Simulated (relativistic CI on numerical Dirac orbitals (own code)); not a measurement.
## What each ingredient does to the levels of Ca

Base calculation: Dirac-Coulomb-Breit CI, KLI orbitals optimised for each configuration, a model potential for QED, valence Slater integrals scaled by 0.85, P86 correlation energy added to each configuration.

Configurations in the expansion (outside the closed core [Ar]): 4s², 4s4p, 4s3d, 4s5s, 3d4p, 4s5p, 4s4d, 4p², 3d², 4s6s, 4s4f, 4s6p, 4s5d, 4s7s, 3d4d, 4s5f, 4s5g, 4s7p, 4s6d, 4d², 4s7d, 4p4d, 3d5s. Levels of other configurations are missing.

The lowest level and the first level of each name with at least 55 % of one term (blank where a level has no safe partner in the second run):

```tsv
Level	Base (cm⁻¹)	Shift (cm⁻¹)
4s² ¹S0	0.0	0.0
4s4p ³P°0	13447.4	-107.4
4s4p ³P°1	13493.2	-153.2
4s4p ³P°2	13585.7	-245.6
4s3d ³D3	21775.9	-683.9
4s3d ³D2	21776.4	-684.4
4s3d ³D1	21776.9	-684.9
4s4p ¹P°1	22604.1	-219.0
4s3d ¹D2	23051.5	-624.2
4s5s ³S1	31769.9	-87.6
4s5s ¹S0	33442.2	-94.9
3d4p ¹D°2	36051.8	-930.9
3d4p ³F°2	36246.2	-861.1
3d4p ³F°3	36275.7	-890.6
```

Correlation outside the listed configurations is missing or only estimated: errors of thousands of cm⁻¹ between configurations and terms are usual at this charge. Rates and lifetimes follow the computed energies and can be off by large factors. The fine structure of a lone outer electron comes out too small, for d and f at times inverted, and misplaced configurations move strength between like terms. 28 of the 28 excited levels that our extract of the measured tables holds in this range could be paired (the sources list more); they are missed by 754 cm⁻¹ on average and 1730 at most, and levels without a partner can miss by more.

Question: One thing was changed in a second run, which moved the levels as shown. Which?
A. QED terms removed
B. valence Slater integrals scaled by 0.75
C. non-relativistic limit
D. configuration mixing switched off
E. no correlation estimate
F. Breit term removed

Answer: C. Non-relativistic limit. Without relativity the fine structure collapses and s electrons lose their extra binding.

LS names give the leading component of a level, which can be under half, so a name can repeat, a term be missing and a line seem to break the LS rules.
